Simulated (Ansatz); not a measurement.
Geometry optimisation, UKS PBE0/cc-pVDZ (Ansatz 0.2.0).

Input:

```yaml
crystal:
  periodic: [false, false, false]
  atoms:
    - { symbol: B, position_ang: [-0.3296, 1.5371, -0.1089] }
    - { symbol: Si, position_ang: [0.5955, -0.0929, -0.224] }
    - { symbol: B, position_ang: [-0.3722, -1.6535, 0.5871] }
    - { symbol: S, position_ang: [-0.2953, -1.4177, -1.3537] }
    - { symbol: H, position_ang: [-0.1125, 2.3544, 0.7086] }
    - { symbol: H, position_ang: [-1.3573, 1.7439, -0.7662] }
    - { symbol: H, position_ang: [2.0855, -0.1427, -0.3896] }
    - { symbol: H, position_ang: [-0.7225, -2.388, -2.23712] }
magnetization:
  spin_polarized: true
basis:
  gaussian: { orbitals: cc-pVDZ }
hamiltonian:
  xc: pbe0
relax:
  f_tol: 0.02
  max_steps: 50
```

Command:

```bash
$ ansatz run input.yaml --threads 2 --pin off --max-ram 3072MiB --backend cpu --events-out ev --progress --plain --runs-dir out
```

Question: Where does it end, and by what steps?

Answer: The forces met the threshold. After 14 steps the energy has fallen by 1.745 eV; H8 moved furthest, 0.88 Å.

```json
{"step": "0", "energy less start (eV)": "0.0000", "largest force component (eV/Å)": "3.909", "accepted": "yes"}
{"step": "1", "energy less start (eV)": "-0.8469", "largest force component (eV/Å)": "1.149", "accepted": "yes"}
{"step": "2", "energy less start (eV)": "-1.1964", "largest force component (eV/Å)": "0.892", "accepted": "yes"}
{"step": "3", "energy less start (eV)": "-1.3937", "largest force component (eV/Å)": "1.227", "accepted": "yes"}
{"step": "4", "energy less start (eV)": "-1.5222", "largest force component (eV/Å)": "1.222", "accepted": "yes"}
{"step": "5", "energy less start (eV)": "-1.6611", "largest force component (eV/Å)": "0.485", "accepted": "yes"}
{"step": "6", "energy less start (eV)": "-1.7191", "largest force component (eV/Å)": "0.317", "accepted": "yes"}
{"step": "7", "energy less start (eV)": "-1.7273", "largest force component (eV/Å)": "0.288", "accepted": "yes"}
{"step": "8", "energy less start (eV)": "-1.7249", "largest force component (eV/Å)": "0.242", "accepted": "no"}
{"step": "9", "energy less start (eV)": "-1.7398", "largest force component (eV/Å)": "0.064", "accepted": "yes"}
{"step": "10", "energy less start (eV)": "-1.7420", "largest force component (eV/Å)": "0.067", "accepted": "yes"}
{"step": "11", "energy less start (eV)": "-1.7430", "largest force component (eV/Å)": "0.112", "accepted": "yes"}
{"step": "12", "energy less start (eV)": "-1.7442", "largest force component (eV/Å)": "0.040", "accepted": "yes"}
{"step": "13", "energy less start (eV)": "-1.7438", "largest force component (eV/Å)": "0.064", "accepted": "no"}
{"step": "14", "energy less start (eV)": "-1.7445", "largest force component (eV/Å)": "0.019", "accepted": "yes"}
```

```xyz
8
Properties=species:S:1:pos:R:3
B -0.369 1.639 -0.080
Si 0.464 -0.135 -0.144
B -0.474 -1.914 0.470
S -0.814 -1.359 -1.565
H 0.232 2.576 0.386
H -1.534 1.758 -0.370
H 1.889 -0.326 -0.562
H 0.098 -2.300 -1.919
```

Time of the run: 52 s on 2 threads of Arm Neoverse V2, with other jobs on the host, peak memory 0.24 GiB.
